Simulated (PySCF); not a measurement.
Compound: C5H7FS.
Cartesian coordinates in Å at the GFN2-xTB level; atoms count from 1:
```
atom  x, y, z in Å
C1     1.611   -0.207   -0.582
C2     0.495    0.388    0.258
F3     1.022    1.399    1.038
C4    -0.795    0.797   -0.485
C5    -1.546   -0.355    0.207
C6    -0.323   -0.632    1.030
S7     0.004   -1.612    2.259
H8     1.220   -0.995   -1.219
H9     2.372   -0.622    0.075
H10    2.058    0.571   -1.197
H11   -0.733    0.743   -1.568
H12   -1.140    1.783   -0.184
H13   -2.422   -0.076    0.792
H14   -1.824   -1.183   -0.445
```

Level of theory: TDDFT CAM-B3LYP/def2-SVPD, vertical, gas phase, core orbitals frozen in the response (PySCF 2.14.0, density-fitted response routines).

Transition dipole moments from the ground state, in atomic units and in the frame of the coordinates above (overall signs are arbitrary), for the states with f of 0.002 or more among the lowest 8:

```tsv
state	E (eV)	μx	μy	μz
S2	5.474	0.070	-0.339	0.628
S3	5.676	0.137	-0.621	0.727
S4	6.105	0.190	-0.292	0.350
S5	6.384	-0.654	-0.212	-0.047
S6	6.838	0.237	0.135	-0.062
S7	6.868	0.014	-0.107	-0.046
S8	7.329	-0.205	-0.109	0.116
```

(1) What oscillator strength does each state have?

(2) Which bond between heavy atoms lies closest to the direction of the S3 transition dipole?

(3) What angle do the transition dipoles of S4 and S6 make?

(4) What peak molar absorption coefficient would the strongest computed level give as a lone Gaussian band 0.3 eV wide at half height?

Results:

(1) f = (2/3) ΔE |μ|² with ΔE in hartree (27.2114 eV).

```
state  |μ|² (au)  |μ| (D)      f
   S2      0.514     1.82  0.069
   S3      0.933     2.45  0.130
   S4      0.244     1.26  0.036
   S5      0.474     1.75  0.074
   S6      0.078     0.71  0.013
   S7      0.014     0.30  0.002
   S8      0.067     0.66  0.012
```

(2) C6–S7, at 4° from it; next C4–C5 at 41°.

(3) |cos θ| = |μa·μb| / (|μa| |μb|) = 0.12, so θ ≈ 83° (taken between 0 and 90°, since the signs are arbitrary).

(4) ε(max) = 2.175×10⁸ f / FWHM, with the width in cm⁻¹. S3: 2.175×10⁸ × 0.1297 / 2420 ≈ 12000 L mol⁻¹ cm⁻¹.
